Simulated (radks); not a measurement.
Problem. Species: Gd23+. Configuration: [Kr] 4d5. All-electron calculation, non-relativistic Kohn-Sham, TPSS, spin-polarised, spherical densities, point nucleus; open shells are filled with parallel spins first (spin-orbit coupling, left out, can overturn this in heavy ions); meta-GGA in the generalised Kohn-Sham scheme; relativity is left out, which matters for an element this heavy. Program: a radial shooting solver on a logarithmic mesh with Libxc functionals. Some entries of the table are withheld. Estimate them.

| orbital | occ. | eigenvalue (hartree) | <r^2> (bohr^2) |
|---|---|---|---|
| 1s down | 1 | -1756.692 | 0.0007506 |
| 1s up | 1 | -1756.691 | 0.0007506 |
| 2s up | 1 | -301.0795 | 0.01193 |
| 2s down | 1 | -300.9376 | 0.01193 |
| 2p up | 3 | -287.5595 | 0.008882 |
| 2p down | 3 | -287.4539 | 0.008878 |
| 3s up | 1 | -85.65725 | 0.07636 |
| 3s down | 1 | -85.61113 | 0.07619 |
| 3p up | 3 | -79.69348 | 0.07143 |
| 3p down | 3 | -79.63062 | 0.07129 |
| 3d up | 5 | -68.69687 | (1) |
| 3d down | 5 | -68.57450 | (2) |
| 4s up | 1 | -34.43146 | 0.3335 |
| 4s down | 1 | -34.03226 | 0.3349 |
| 4p up | 3 | -31.97863 | 0.3402 |
| 4p down | 3 | -31.58074 | 0.3419 |
| 4d up | 5 | -27.62407 | 0.3471 |
| 4d down | 0 | -27.22991 | 0.3496 |

Solution. 
(1) 3d up <r^2> (bohr^2): 0.05687
(2) 3d down <r^2> (bohr^2): 0.05682
